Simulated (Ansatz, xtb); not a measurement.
# CH3BGa: where a starting geometry ends

The starting geometry of this gas-phase doublet was built from a drawn formula by distance geometry and a force field; its bonds are those of `[BH][CH2][Ga]`.

```xyz
6

C    -2.1057   -0.5072    0.7857
B    -1.8913    0.6588   -0.2578
Ga   -0.4926   -1.4919    0.7381
H    -2.7560    1.4304   -0.4256
H    -2.3470   -0.1330    1.8080
H    -2.9919   -1.1643    0.4825
```

Task: Predict what it relaxes into with r2SCAN-D4/def2-SVP.

Result: A new bond forms, giving a structure given below by its coordinates. Distances that change by over a tenth: C1–Ga3 (1.89 → 2.35 Å). Contacts that close: B2–Ga3 (2.75 → 2.11 Å).

The energy falls by 1.44 eV over 14 steps:

```
step  E − E(last) (eV)
   1             1.437
   2             1.124
   4             0.870
   5             0.792
   7             0.334
   8             0.189
  10             0.024
  11             0.008
  13             0.000
  14             0.000
```

Final geometry (Å):

```xyz
6

C    -2.4852   -0.4248    0.9883
B    -1.8850    0.4605    0.0101
Ga   -0.6892   -1.2486   -0.2915
H    -1.9608    1.5665   -0.4412
H    -3.3283   -0.0878    1.6144
H    -2.2362   -1.4730    1.2509
```

From the same start GFN2-xTB reaches the same bonding as this run.

No frequencies were run, so the end isn't proven a minimum. Open shells are spin-unrestricted. Run with Ansatz 0.2.0, 3.3 min on 1 thread of Arm Neoverse N1, with other jobs on the host.
